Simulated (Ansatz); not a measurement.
Input (CCSDT(Q)/cc-pV(D+d)Z; Ansatz, an electronic-structure program): A basis named .json is the Basis Set Exchange file of that set.

Ansatz 0.2 input:
```yaml
crystal:
  periodic: [false, false, false]
  atoms:
    - {symbol: Si, position_ang: [-0.01824765, -0.65801756, -0.13832079]}
    - {symbol: Cl, position_ang: [1.73500762, 0.30479417, 0.08769042]}
    - {symbol: Cl, position_ang: [-1.71425418, 0.41438663, 0.02137461]}
    - {symbol: H, position_ang: [-0.06689699, -1.33025433, 1.28113314]}
    - {symbol: H, position_ang: [-0.03044450, -1.68357340, -1.19874763]}
basis:
  gaussian:
    orbitals: cc-pV_D+d_Z.json
total_charge: 1
magnetization: {spin_polarized: true, initial_magnetization: 1}
correlation: {method: ccsdt_q, electrons: outside_noble_gas}
```

Output:

```
Functional definition: HF
integrals: 0.17 GiB planned
1490 factors; integrals over basis functions are off by at most 1.4e-7 eV
mean field: 0.53 GiB planned
mean field evaluation 1: about -32890.9764 eV, gradient 1.6e1 eV
mean field evaluation 2: about -32891.0021 eV, gradient 1.6e1 eV
mean field evaluation 4: about -32892.9310 eV, gradient 2.2e0 eV
mean field evaluation 8: about -32893.0673 eV, gradient 4.0e-1 eV
mean field evaluation 16: about -32893.0816 eV, gradient 3.2e-6 eV
mean field evaluation 32: about -32891.9753 eV, gradient 1.8e-2 eV
mean field evaluation 64: about -32891.9237 eV, gradient 1.4e0 eV
mean field evaluation 96: about -32891.9607 eV, gradient 2.8e-1 eV
mean field evaluation 128: about -32891.4282 eV, gradient 1.3e-2 eV
mean field evaluation 160: about -32889.5328 eV, gradient 8.0e-1 eV
mean field evaluation 192: about -32889.3909 eV, gradient 2.5e-1 eV
mean field evaluation 224: about -32891.9753 eV, gradient 6.9e-3 eV
mean field evaluation 256: about -32891.6084 eV, gradient 1.3e0 eV
mean field evaluation 288: about -32889.4141 eV, gradient 5.5e-1 eV
mean field evaluation 320: about -32893.0627 eV, gradient 4.7e-1 eV
mean field evaluation 352: about -32891.4285 eV, gradient 4.0e-2 eV
mean field -32893.08159935 eV, -1208.7984530445 hartree, gradient 3.2e-6 eV, S^2 0.775735; 9 other end points of the search recorded, 0 dependent functions left out
determinant -32893.08159935 eV, -1208.7984530445 hartree, with singles and doubles -32904.15917552 eV, -1209.2055464601 hartree
determinant -32891.97533082 eV, -1208.7577984260 hartree, with singles and doubles -32903.13089709 eV, -1209.1677579248 hartree
determinant -32891.43278674 eV, -1208.7378602989 hartree, with singles and doubles -32902.81496134 eV, -1209.1561475002 hartree
determinant -32891.42820542 eV, -1208.7376919384 hartree, with singles and doubles -32902.78634642 eV, -1209.1550959214 hartree
15 core orbitals not correlated
reference -32893.08159935 eV, -1208.7984530445 hartree; 10, 9 occupied and 54, 55 virtual orbitals, 1490 factors
second order -9.97616268 eV of doubles, -0.00000000 eV of singles
coupled cluster: 4.15 GiB planned
cycle   1  -10.67121756 eV  change   -7.0e-1 eV  update   1.1e-1
cycle   2  -11.16073043 eV  change   -4.9e-1 eV  update   5.3e-2
cycle   3  -11.52125752 eV  change   -3.6e-1 eV  update   4.0e-2
cycle   4  -11.48195237 eV  change    3.9e-2 eV  update   2.1e-2
cycle   5  -11.50163009 eV  change   -2.0e-2 eV  update   1.4e-2
cycle   6  -11.52309455 eV  change   -2.1e-2 eV  update   6.9e-3
cycle   7  -11.52413898 eV  change   -1.0e-3 eV  update   4.2e-3
cycle   8  -11.52494783 eV  change   -8.1e-4 eV  update   2.6e-3
cycle   9  -11.52553411 eV  change   -5.9e-4 eV  update   2.0e-3
cycle  10  -11.52333998 eV  change    2.2e-3 eV  update   1.4e-3
cycle  11  -11.52524858 eV  change   -1.9e-3 eV  update   9.4e-4
cycle  12  -11.52509777 eV  change    1.5e-4 eV  update   4.9e-4
cycle  13  -11.52530918 eV  change   -2.1e-4 eV  update   2.5e-4
cycle  14  -11.52549272 eV  change   -1.8e-4 eV  update   1.2e-4
cycle  15  -11.52555769 eV  change   -6.5e-5 eV  update   6.7e-5
cycle  16  -11.52559352 eV  change   -3.6e-5 eV  update   3.6e-5
cycle  17  -11.52559249 eV  change    1.0e-6 eV  update   1.6e-5
cycle  18  -11.52557091 eV  change    2.2e-5 eV  update   1.1e-5
cycle  19  -11.52556297 eV  change    7.9e-6 eV  update   5.5e-6
cycle  20  -11.52556169 eV  change    1.3e-6 eV  update   2.8e-6
cycle  21  -11.52556153 eV  change    1.6e-7 eV  update   1.6e-6
cycle  22  -11.52556304 eV  change   -1.5e-6 eV  update   1.0e-6
cycle  23  -11.52556438 eV  change   -1.3e-6 eV  update   6.9e-7
perturbative correction -0.03492565 eV, -0.0012834941 hartree
Total energy: -32904.64208938 eV, -1209.2232932171 hartree
```
